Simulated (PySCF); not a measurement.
**Hg⁴⁴⁺: ionisation energy**

Hg⁴⁴⁺ [Kr] → Hg⁴⁵⁺ [Ar] 3d10 4s2 4p5 [4p1/2^2 4p3/2^3, M_J = 3/2], as a difference of total energies. Computed with PySCF 2.14 in an uncontracted even-tempered set (16 s from 5.8 bohr⁻², ratio 2.8; 14 p from 7.5 bohr⁻², ratio 2.8; 8 d from 13 bohr⁻², ratio 2.8; 4 f from 36 bohr⁻², ratio 3), with the two-component X2C-1e Hamiltonian. Correlated levels: [Ne] frozen; the 78 highest virtual spinors dropped. "Screened" scales the spin-orbit matrix elements by Boettger's factors to mimic the two-electron term; Breit and QED terms are absent.

```csv
method,ionisation energy (eV)
GHF (spin-free),2388.3
GMP2 (spin-free),2389.6
GHF (screened spin-orbit),2346.8
GMP2 (screened spin-orbit),2348.2
```

Breit and QED terms and the two-electron picture change are absent.

The spin-free rows lack the spin-orbit shift.

For comparison: 2354 ± 4 eV (theoretical estimate listed by NIST; NIST Atomic Spectra Database, ionization energies).
